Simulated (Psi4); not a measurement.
Two rigid molecules brought together: Cl2 ··· H2Se (SMILES ClCl and [SeH2]). Monomers: optimised at B3LYP-D3(BJ) (def2-TZVP), held rigid. Orientation: lowest of the rigid-body minima from ten starts at GFN2-xTB (searched outside a hard wall at short contacts). The monomers approach along the line of their centres of mass (distance R); nothing else relaxes. The shortest distances reach bonding range, where SAPT0 and rigid monomers are unreliable.

Levels: PBE/def2-TZVP, counterpoise-corrected (Psi4); PBE-D3(BJ)/def2-TZVP, counterpoise-corrected (Psi4); M06-2X/def2-TZVP, counterpoise-corrected (Psi4); SAPT0/jun-cc-pVDZ, frozen core (Psi4).

Interaction energies in kJ/mol; the last columns give the difference from SAPT0:

| R / Å | PBE/def2-TZVP | PBE-D3(BJ)/def2-TZVP | M06-2X/def2-TZVP | SAPT0/jun-cc-pVDZ | PBE/def2-TZVP − SAPT0/jun-cc-pVDZ | PBE-D3(BJ)/def2-TZVP − SAPT0/jun-cc-pVDZ | M06-2X/def2-TZVP − SAPT0/jun-cc-pVDZ |
|---|---|---|---|---|---|---|---|
| 3.48 | 5.79 | 0.21 | 37.48 | 57.65 | -51.86 | -57.44 | -20.16 |
| 3.69 | -15.61 | -20.72 | 8.24 | 23.67 | -39.28 | -44.39 | -15.43 |
| 3.85 | -21.47 | -26.22 | -3.49 | 8.99 | -30.46 | -35.21 | -12.48 |
| 4.11 | -21.87 | -26.04 | -11.81 | -2.79 | -19.08 | -23.25 | -9.02 |
| 4.42 | -17.09 | -20.56 | -11.91 | -6.72 | -10.37 | -13.84 | -5.19 |
| 4.67 | -12.80 | -15.71 | -9.24 | -6.58 | -6.22 | -9.13 | -2.66 |
| 5.19 | -6.35 | -8.20 | -4.63 | -4.29 | -2.06 | -3.91 | -0.34 |
| 5.90 | -2.33 | -3.23 | -2.22 | -2.06 | -0.28 | -1.17 | -0.17 |
| 6.91 | -0.63 | -0.95 | -0.72 | -0.79 | 0.16 | -0.16 | 0.07 |
| 8.20 | -0.20 | -0.30 | -0.20 | -0.29 | 0.08 | -0.01 | 0.08 |

PBE/def2-TZVP is furthest from SAPT0/jun-cc-pVDZ at 3.48 (-51.86 kJ/mol, below); its mean absolute difference over the points is 15.99 kJ/mol.

PBE-D3(BJ)/def2-TZVP is furthest from SAPT0/jun-cc-pVDZ at 3.48 (-57.44 kJ/mol, below); its mean absolute difference over the points is 18.85 kJ/mol.

M06-2X/def2-TZVP is furthest from SAPT0/jun-cc-pVDZ at 3.48 (-20.16 kJ/mol, below); its mean absolute difference over the points is 6.56 kJ/mol.
